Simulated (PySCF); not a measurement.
Numbering as in the mapped SMILES `[CH3:1][C:2]1([SiH2:3][NH2:4])[CH2:5][CH2:6][CH2:7]1`. Hydrogens are named by the atom that carries them.

No relativistic terms, equivalent nuclei averaged, single conformer, gas phase. Coordinates at the GFN2-xTB level; σ from GIAO-PBE0/pcSseg-1; PySCF 2.14.

Scale: ¹³C (186.93 ppm) and ¹H (31.72 ppm) and ²⁹Si (349.16 ppm) vs TMS; ¹⁵N (267.73 ppm) vs NH3 (reference shieldings calculated alike).

| atoms | nucleus | count | δ (ppm) |
| --- | --- | --- | --- |
| H(C1) | ¹H | 3 | 1.17 |
| C2 | ¹³C | 1 | ? |
| Hb(C6) | ¹H | 1 | ? |
| Ha(C6) | ¹H | 1 | 1.88 |
| H(Si3) | ¹H | 2 | 4.74 |
| Hb(C5)/Hb(C7) | ¹H | 2 | 1.69 |
| C6 | ¹³C | 1 | 16.3 |
| Ha(C5)/Ha(C7) | ¹H | 2 | 2.16 |
| Si3 | ²⁹Si | 1 | -26.4 |
| H(N4) | ¹H | 2 | ? |
| N4 | ¹⁵N | 1 | ? |
| C1 | ¹³C | 1 | 28.6 |
| C5/C7 | ¹³C | 2 | 31.4 |

Task: Estimate the values marked ?.

Result: 
- C2: 23.4 ppm, fully substituted sp3 carbon bonded to Si
- Hb(C6): 1.98 ppm, hydrogen on an sp3 CH2 in a ring; far from electronegative atoms and π systems
- H(N4): -0.06 ppm, hydrogen on a nitrogen bonded to Si; labile proton, position sensitive to the medium
- N4: 3.5 ppm, nitrogen bonded to Si, 2 H

OH and NH positions are those of a molecule without intermolecular hydrogen bonds; in solution they move with solvent, concentration and temperature, and exchange usually removes their couplings. Shifts are as computed. Against solution values, carbons near 30 ppm lie about +3 ppm off and those near 130 ppm about +5 ppm. Of 1211 compounds with measured shifts, 218 miss one by over three times the rms of a fit or turn the order of signals round; such compounds aren't used in these exercises. Experimental scales use liquid or dissolved standards, which lie at an offset from isolated NH3 (liquid NH3: subtract about 20 ppm).
